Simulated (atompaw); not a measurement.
## How hard is this carbon (C) PAW (atompaw) potential?

carbon (C), PAW, made with atompaw 4.2.0.5 (PBE, scalar-relativistic). Core [He], reference 2s2 2p2. Waves: 2s (bound): rc 2.90 bohr; 2s channel at -0.55 Ry: rc 0.85 bohr; 2p (bound): rc 2.90 bohr; 2p channel at 0.25 Ry: rc 2.90 bohr; 3d channel at 0.35 Ry: rc 2.90 bohr; 3d channel at 2.2 Ry: rc 2.90 bohr. Local part: troulliermartins scheme with l = 3 at 0.5 Ry, radius 2.45 bohr. Core correction: smooth core density matched at 1.80 bohr. Augmentation charge: besselshape compensation charge, radius 2.40 bohr; PAW radius 2.90 bohr; waves and projectors: custom polynom gramschmidtortho.

The pseudo-atom Hamiltonian at the reference potential is diagonalised in spherical Bessel functions j_l(qr) that vanish at 20 bohr, with q² up to the cutoff. All-electron valence levels (Ry): 2s -1.0107, 2p -0.3885.

Problem. How do the lowest levels (Ry) of each channel move with the cutoff, and are there ghosts?

Solution.

| cutoff (Ry) | s #1 | s #2 | p #1 | p #2 | d #1 | d #2 | f #1 | Σ f·Δε (mRy) |
| --- | --- | --- | --- | --- | --- | --- | --- | --- |
| 8 | -1.0105 | -0.0901 | -0.3878 | 0.0321 | 0.0725 | 0.1709 | 0.1168 | 1.6 |
| 10 | -1.0106 | -0.1146 | -0.3882 | 0.0321 | 0.0725 | 0.1709 | 0.1168 | 0.7 |
| 12 | -1.0107 | -0.1430 | -0.3882 | 0.0321 | 0.0725 | 0.1709 | 0.1168 | 0.5 |
| 15 | -1.0107 | -0.1791 | -0.3884 | 0.0321 | 0.0725 | 0.1709 | 0.1168 | 0.1 |
| 400 | -1.1411 | -1.0107 | -0.3885 | 0.0321 | 0.0725 | 0.1709 | 0.1168 | 0.0 |

Result: ghost state, extra bound levels that the all-electron valence spectrum of the same l lacks: s at -15.5 eV (a true bound ghost makes a file unfit for plane-wave use); 10 mRy is reached at 8 Ry and 1 mRy at 10 Ry.
